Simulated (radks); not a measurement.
Numerical settings for the titanium ion Ti18+, [He] 2s2. All-electron calculation, non-relativistic Kohn-Sham, PBE, spin-unpolarised, spherical densities, point nucleus. Program: a radial shooting solver on a logarithmic mesh with Libxc functionals. The defaults (mesh step 0.008 in ln r, mesh end at 40 bohr or more with all orbitals vanishing there, Anderson mixing 0.5 over 9 steps, residual threshold near 1e-9 with the energy settled to 1e-9 hartree or 1e-11 of itself, here a cap of 60 iterations) give E = -571.2011 hartree and 2s at -1301.2 eV in 13 iterations. Run on one thread of a shared host, so times are rough (Arm Neoverse N1): 0.04 s of CPU time, 0.04 s wall, 13 iterations on 2476 mesh points. One setting is changed at a time: mesh step in ln r 0.05; mesh step in ln r 0.02; mesh step in ln r 0.005; mesh end (bohr) 12; mesh end (bohr) 8; residual threshold 1e-13; residual threshold 0.001; mixing 2.5; linear mixing, mixing 0.2; linear mixing, mixing 1; mixing history 2; iteration cap 5. Which runs fail to converge, and which converge to a wrong energy?

Answer. Not converged within the cap: residual threshold 1e-13; linear mixing, mixing 0.2; iteration cap 5. No run marked as converged misses the energy by more than 1 mhartree.
